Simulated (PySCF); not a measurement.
A search over the determinants of KH

Unrestricted PBE0; K def2-TZVPP, H def2-TZVPP; no relativity (PySCF 2.14). Outer shells of the fragments: K 4s1; H 1s1.

Followed along the bond (rough minima from three points):

```json
{"2Ms+1": "1", "unpaired": "none", "⟨S²⟩ at the start": "0.00", "R at minimum (Å)": "2.26", "Te (eV)": "0.00"}
{"2Ms+1": "3", "unpaired": "σ ↑↑", "⟨S²⟩ at the start": "2.00", "R at minimum (Å)": "none in the scan", "Te (eV)": "≤ 2.01"}
```

Solutions found at the starting distance of 2.265 Å, counted from the lowest of them; the search is not exhaustive and high or unbound solutions are not listed, so other states can lie among these:

```tsv
2Ms+1	unpaired	term	E (eV)	⟨S²⟩	⟨Lz²⟩	μ (D)
1	none	¹Σ⁺	0.00	0.00	0.00	-7.80
3	σ ↑↑	³Σ⁺	2.14	2.00	0.00	3.08
3	σ ↑, π ↑	³Π	3.34	2.00	1.00	-1.16
1	σ ↑, π ↓	mixed	3.41	1.00	1.00	-0.56
```

A term symbol is given only where ⟨S²⟩ and ⟨Lz²⟩ are close to those of a pure state; real π, δ and φ orbitals otherwise mix terms. A positive dipole means K(−)H(+).

Counting both spins, an empty level lies below a filled one in some of these solutions, because spin and occupation are held.
